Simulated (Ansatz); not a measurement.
`OB(F)[NH][GeH3]` at its PBE0-D4/def2-TZVP geometry, where that method's forces vanish. The species carries charge 0 and has multiplicity 1.

| atom | x (Å) | y (Å) | z (Å) |
| --- | --- | --- | --- |
| O1 | 1.184 | 0.100 | -1.403 |
| B2 | 0.020 | -0.582 | -1.193 |
| F3 | -0.456 | -1.387 | -2.161 |
| N4 | -0.667 | -0.440 | 0.022 |
| Ge5 | -0.126 | 0.628 | 1.428 |
| H6 | 1.568 | -0.071 | -2.264 |
| H7 | -1.522 | -0.959 | 0.139 |
| H8 | -0.067 | 2.095 | 0.978 |
| H9 | 1.252 | 0.173 | 1.929 |
| H10 | -1.186 | 0.443 | 2.525 |

(1) For each bond, give half the difference of the two atoms' forces along it (eV/Å; positive pushes the atoms apart) under PBE-D4, r2SCAN-D4, B3LYP-D4, ωB97M-V in def2-TZVPP. (An estimate is asked.)

## Answers

(1) Ansatz gave: 
```csv
bond,length (Å),PBE-D4,r2SCAN-D4,B3LYP-D4,ωB97M-V
O1–B2,1.366,0.20,0.09,0.10,0.12
O1–H6,0.959,0.35,0.01,-0.03,-0.07
B2–F3,1.346,0.36,0.08,0.16,0.15
B2–N4,1.403,-0.02,0.03,-0.09,0.00
N4–Ge5,1.847,0.10,0.03,0.22,0.06
N4–H7,1.006,0.16,-0.01,-0.06,-0.06
Ge5–H8,1.535,0.05,-0.04,-0.04,-0.09
Ge5–H9,1.535,0.05,-0.04,-0.04,-0.09
Ge5–H10,1.537,0.03,-0.06,-0.05,-0.08
```

B3LYP here is the variant with VWN-RPA as its local correlation; programs differ in this.
